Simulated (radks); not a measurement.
Numerical settings for neutral cobalt, [Ar] 3d7 4s2. Method: scalar-relativistic Kohn-Sham, r2SCAN, spin-polarised, spherical densities, finite nucleus; open shells are filled with parallel spins first; meta-GGA in the generalised Kohn-Sham scheme; Fermi nuclear charge, rms radius 3.7875 fm; computed with a radial shooting solver on a logarithmic mesh with Libxc functionals. The defaults (mesh step 0.008 in ln r, mesh end at 40 bohr or more with all orbitals vanishing there, Anderson mixing 0.5 over 9 steps, residual threshold near 1e-9 with the energy settled to 1e-9 hartree or 1e-11 of itself, here a cap of 63 iterations) give E = -1393.446 hartree and 4s at -5.404 eV in 15 iterations. Run on one thread of a shared host, so times are rough (Intel(R) Xeon(R) 6975P-C): 0.14 s of CPU time, 0.14 s wall, 15 iterations on 2381 mesh points. Changes against that run (0 stands for a change within the tolerance of the run):

setting                    iterations         converged  E (mhartree)  e(4s) (meV)  CPU (s)
mesh step in ln r 0.08             19               yes         +3.43            0     0.03
mesh step in ln r 0.03             14               yes      -0.00239            0     0.04
mesh step in ln r 0.012            14               yes             0      +0.0151      0.1
mesh end (bohr) 400                15               yes             0            0     0.15
mesh end (bohr) 1                  11  level above zero     +1.19e+05    +8.55e+05     0.08
residual threshold 1e-05           13               yes             0      -0.0512     0.13
residual threshold 1e-13           63                no             0            0     0.36
mixing 0.01                        11                no      diverged            -     0.14
linear mixing, mixing 1            22                no      diverged            -     0.53
linear mixing, mixing 0.5          63                no             0            0     0.38
mixing history 2                   27               yes             0            0     0.21
iteration cap 5                     5                no        +0.283        +82.6     0.06

Settled on a wrong energy, with an occupied level pushed above zero by the early mesh end: mesh end (bohr) 1 (+119 hartree). Apart from these: settings that end as converged yet miss the energy by more than 1 mhartree: mesh step in ln r 0.08 (+0.00343 hartree). A mesh that ends early acts as a hard wall.
